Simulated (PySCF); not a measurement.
**Two-photon absorption: SMILES N#CC=C=C(C#N)C#N, C6HN3**

Geometry:
```csv
atom,x (Å),y (Å),z (Å)
N1,3.249,1.719,0.189
C2,2.518,0.906,-0.194
C3,1.641,-0.110,-0.683
C4,0.380,-0.194,-0.343
C5,-0.897,-0.295,-0.009
C6,-1.296,-1.074,1.132
N7,-1.621,-1.703,2.048
C8,-1.917,0.367,-0.776
N9,-2.741,0.896,-1.394
H10,2.062,-0.851,-1.377
```

The calculation used TDDFT CAM-B3LYP/aug-cc-pVDZ excited states, vertical, gas phase in PySCF 2.14.0. Geometry: PBE0-D3(BJ)/def2-SVP.

(1) Give the one- and two-photon strengths of the lowest singlets.

## Answers

(1) δ for parallel linear polarisation; σ at the peak of a Lorentzian of half width 0.1 eV, single beam; Ω is circular over linear.
| state | E (eV) | f | photon λ (nm) | δ (au) | σ (GM) | Ω | main |
| --- | --- | --- | --- | --- | --- | --- | --- |
| S1 | 4.96 | 0.000 | 500 | <0.1 | 0.00 | – | HOMO−1→LUMO 0.73, HOMO→LUMO+1 0.20 |
| S2 | 5.18 | 0.000 | 479 | 0.16 | 0.00 | 1.50 | HOMO→LUMO+1 0.75, HOMO−1→LUMO 0.20 |
| S3 | 5.84 | 0.487 | 425 | 42.6 | 0.53 | 0.48 | HOMO→LUMO 0.92 |
| S4 | 6.27 | 0.000 | 396 | 0.15 | 0.00 | 1.47 | HOMO−3→LUMO+1 0.88 |
| S5 | 6.28 | 0.415 | 395 | 26.6 | 0.38 | 0.75 | HOMO−1→LUMO+1 0.86 |
| S6 | 6.30 | 0.000 | 394 | <0.1 | 0.00 | – | HOMO−2→LUMO 0.88 |

Among these, the strongest one-photon state is S3, the strongest two-photon state S3, with a dipole change of 1.5 D (relaxed, norm of the difference vector).
